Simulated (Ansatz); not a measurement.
Basis sets compared for Ge(OEt)H3 (C2H8GeO). Charge 0, multiplicity 1. Geometry PBE-D4/def2-SVP. Ansatz on 2 threads of Arm Neoverse V1 on a shared host; times are rough, and most runs start from earlier orbitals.

```xyz
12

C    -0.1006    0.5810    0.3612
C     0.0358    0.6022    1.8749
Ge    0.0702   -1.0507   -1.8778
O     0.1809   -0.7316   -0.1058
H     0.5988    1.3277   -0.0931
H    -1.1333    0.8993    0.0693
H    -0.1748    1.6142    2.2763
H    -0.6721   -0.1146    2.3373
H     1.0622    0.3107    2.1750
H     0.4368   -2.5444   -2.0179
H     1.0760   -0.1332   -2.6339
H    -1.3799   -0.7606   -2.3655
```

Another isomer (singlet) lies 0.24 eV lower at PBE0-D4/def2-TZVP; other spin states weren't run for this one.

Binding counts from free atoms (C triplet, Ge triplet, O triplet, H doublet) in the same basis, without a counterpoise term.

| level | functions | energy (Eh) | HOMO (eV) | LUMO (eV) | binding per atom (eV) | wall time |
| --- | --- | --- | --- | --- | --- | --- |
| PBE-D4/def2-SVP | 114 | -2232.3607 | -5.97 | -0.37 | 3.66 | 1.9 s |
| PBE0-D4/def2-SVP | 114 | -2232.4350 | -7.56 | 0.52 | 3.61 | 2.5 s |

Estimate the rows for PBE-D4/def2-TZVP (with forces), PBE0-D4/def2-TZVP.


| level | functions | energy (Eh) | HOMO (eV) | LUMO (eV) | binding per atom (eV) | wall time |
| --- | --- | --- | --- | --- | --- | --- |
| PBE-D4/def2-TZVP (with forces) | 189 | -2232.8032 | -6.14 | -0.60 | 3.63 | 4.1 s |
| PBE0-D4/def2-TZVP | 189 | -2232.8734 | -7.67 | 0.28 | 3.58 | 5.5 s |
